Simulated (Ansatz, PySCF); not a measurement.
The PySCF input:
```python
from pyscf import gto, scf, dft

mol = gto.M(
    atom='''
C     1.21686285    0.18064468   -0.01811021
C    -0.03073571    0.64943625   -0.01639561
H     1.55400853   -0.90155213    0.00604924
H     2.07987196    0.86156060   -0.04519938
C    -1.09237829   -0.45448601    0.02379043
H    -0.70655261   -1.50225173    0.04652436
H    -1.73516936   -0.33296119    0.90943146
H    -1.75465160   -0.37836511   -0.85251336
''',
    basis='cc-pvdz',
    charge=-1,
    verbose=4,
)

mf = dft.RKS(mol)
mf.xc = 'r2scan'
mf.grids.atom_grid = (99, 590)
mf.grids.prune = None
mf.kernel()
```

### Question
Convert this to an input for Ansatz (a program for electronic structure).

### Answer
One answer among several that fit: 
Ansatz 0.2 input:
```yaml
crystal:
  periodic: [false, false, false]
  atoms:
    - {symbol: C, position_ang: [1.21686285, 0.18064468, -0.01811021]}
    - {symbol: C, position_ang: [-0.03073571, 0.64943625, -0.01639561]}
    - {symbol: H, position_ang: [1.55400853, -0.90155213, 0.00604924]}
    - {symbol: H, position_ang: [2.07987196, 0.86156060, -0.04519938]}
    - {symbol: C, position_ang: [-1.09237829, -0.45448601, 0.02379043]}
    - {symbol: H, position_ang: [-0.70655261, -1.50225173, 0.04652436]}
    - {symbol: H, position_ang: [-1.73516936, -0.33296119, 0.90943146]}
    - {symbol: H, position_ang: [-1.75465160, -0.37836511, -0.85251336]}
basis:
  gaussian:
    orbitals: cc-pVDZ
hamiltonian:
  xc: r2scan
total_charge: -1
accuracy: high
```

Both were run: PySCF gave -117.152498 Eh and Ansatz -117.152486 Eh, 0.013 mEh apart.
